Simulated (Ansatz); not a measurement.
Born–Oppenheimer molecular dynamics of FH$_{4}$O$_{2}$SiY (9 atoms, charge 0, multiplicity 1). It starts at the highest image of a converged band. Of that band: Neighbouring images differ by up to 3.1 eV, so the band resolves the path poorly. A vibrational analysis at the climbing image gives one clearly imaginary mode, 1722i cm⁻¹: a first-order saddle point.

These are results of RKS CAM-B3LYP-D4/def2-SVP in Ansatz, not measurements.

| Item | Value |
| --- | --- |
| ensemble | NVE (velocity Verlet) |
| time step | 0.5 fs |
| steps asked | 151 |
| starting velocities drawn for | 100 K |
| seed | 9742 |

Frames 2.5 fs apart, positions in Å.

Velocities at 25.0 fs (Å/ps):

```
O 1.62 -2.06 -1.91
Y -0.43 0.45 1.34
F 1.16 -0.70 -2.60
O -2.71 8.78 -10.08
Si 2.21 -6.83 6.96
H -7.88 6.12 -3.43
H -5.34 -12.77 6.33
H 5.37 -32.61 9.40
H -19.83 96.37 -84.96
```

```xyz
9
Properties=species:S:1:pos:R:3 time_fs=25.0 energy_less_start_eV=-1.199 T=1425
O -1.329 1.815 0.921
Y 0.201 0.489 1.019
F 1.675 0.594 2.396
O -0.214 -1.286 0.060
Si 0.445 -1.184 -1.363
H -2.045 2.442 1.032
H 1.461 -0.024 -1.389
H -0.310 -1.053 -2.669
H 1.511 -2.051 -2.615
9
Properties=species:S:1:pos:R:3 time_fs=27.5 energy_less_start_eV=-0.793 T=977
O -1.325 1.810 0.917
Y 0.200 0.490 1.023
F 1.677 0.592 2.389
O -0.222 -1.267 0.037
Si 0.453 -1.202 -1.353
H -2.054 2.448 1.020
H 1.433 -0.045 -1.349
H -0.329 -1.116 -2.615
H 1.441 -1.812 -2.741
9
Properties=species:S:1:pos:R:3 time_fs=30.0 energy_less_start_eV=-0.994 T=1198
O -1.322 1.806 0.913
Y 0.199 0.493 1.027
F 1.679 0.590 2.382
O -0.233 -1.255 0.023
Si 0.467 -1.220 -1.359
H -2.032 2.429 1.002
H 1.387 -0.029 -1.263
H -0.430 -1.137 -2.514
H 1.357 -1.612 -2.696
9
Properties=species:S:1:pos:R:3 time_fs=32.5 energy_less_start_eV=-1.398 T=1641
O -1.318 1.801 0.910
Y 0.198 0.497 1.032
F 1.681 0.588 2.375
O -0.248 -1.250 0.017
Si 0.484 -1.236 -1.377
H -2.028 2.425 0.982
H 1.331 0.039 -1.140
H -0.615 -1.117 -2.392
H 1.308 -1.496 -2.519
9
Properties=species:S:1:pos:R:3 time_fs=35.0 energy_less_start_eV=-1.355 T=1598
O -1.313 1.796 0.908
Y 0.198 0.500 1.036
F 1.683 0.586 2.368
O -0.263 -1.255 0.018
Si 0.498 -1.246 -1.402
H -2.042 2.438 0.963
H 1.266 0.142 -1.000
H -0.825 -1.075 -2.256
H 1.384 -1.508 -2.345
9
Properties=species:S:1:pos:R:3 time_fs=37.5 energy_less_start_eV=-1.564 T=1823
O -1.311 1.795 0.906
Y 0.197 0.504 1.040
F 1.686 0.584 2.363
O -0.275 -1.268 0.023
Si 0.501 -1.248 -1.424
H -2.028 2.428 0.939
H 1.189 0.242 -0.886
H -0.961 -1.036 -2.117
H 1.642 -1.654 -2.275
9
Properties=species:S:1:pos:R:3 time_fs=40.0 energy_less_start_eV=-1.089 T=1304
O -1.310 1.795 0.904
Y 0.197 0.508 1.044
F 1.690 0.581 2.359
O -0.283 -1.290 0.030
Si 0.497 -1.243 -1.445
H -2.016 2.418 0.915
H 1.112 0.305 -0.848
H -0.969 -1.013 -2.013
H 1.915 -1.851 -2.192
9
Properties=species:S:1:pos:R:3 time_fs=42.5 energy_less_start_eV=-0.907 T=1102
O -1.310 1.796 0.903
Y 0.196 0.511 1.048
F 1.696 0.579 2.356
O -0.285 -1.317 0.037
Si 0.490 -1.232 -1.462
H -2.036 2.437 0.891
H 1.049 0.321 -0.911
H -0.865 -1.006 -1.986
H 2.056 -2.018 -2.041
9
Properties=species:S:1:pos:R:3 time_fs=45.0 energy_less_start_eV=-1.356 T=1599
O -1.314 1.801 0.902
Y 0.196 0.514 1.052
F 1.702 0.578 2.355
O -0.281 -1.347 0.043
Si 0.485 -1.220 -1.472
H -2.038 2.440 0.868
H 1.004 0.286 -1.069
H -0.738 -1.007 -2.083
H 2.028 -2.118 -1.840
9
Properties=species:S:1:pos:R:3 time_fs=47.5 energy_less_start_eV=-2.395 T=2742
O -1.319 1.809 0.901
Y 0.195 0.515 1.055
F 1.710 0.576 2.355
O -0.270 -1.378 0.046
Si 0.485 -1.207 -1.473
H -2.026 2.430 0.848
H 0.978 0.222 -1.286
H -0.669 -1.010 -2.331
H 1.833 -2.137 -1.621
9
Properties=species:S:1:pos:R:3 time_fs=50.0 energy_less_start_eV=-2.428 T=2777
O -1.324 1.816 0.900
Y 0.194 0.516 1.057
F 1.719 0.575 2.355
O -0.253 -1.405 0.047
Si 0.484 -1.196 -1.467
H -2.045 2.445 0.828
H 0.983 0.180 -1.515
H -0.596 -1.037 -2.656
H 1.537 -2.099 -1.425
9
Properties=species:S:1:pos:R:3 time_fs=52.5 energy_less_start_eV=-1.571 T=1838
O -1.329 1.825 0.900
Y 0.193 0.515 1.059
F 1.727 0.575 2.356
O -0.233 -1.425 0.043
Si 0.474 -1.185 -1.459
H -2.062 2.459 0.811
H 1.026 0.199 -1.722
H -0.448 -1.103 -2.925
H 1.341 -2.145 -1.276
```

Of the whole run (76 fs, mean temperature of the second half 1755 K): The conserved energy stayed within 0.79 meV per atom of its start (net change -0.061 meV per atom), so the integration is sound. The system heated up, since it started high on the potential surface and ran downhill. A run of 0.075 ps of so small a system gives no equilibrium averages. The orbitals stay closed-shell, which can raise the energy where a bond breaks towards radicals; this wasn't checked here.

Run time: 10 min on 2 threads of Arm Neoverse V1, with other jobs on the host, peak memory 0.3 GiB.
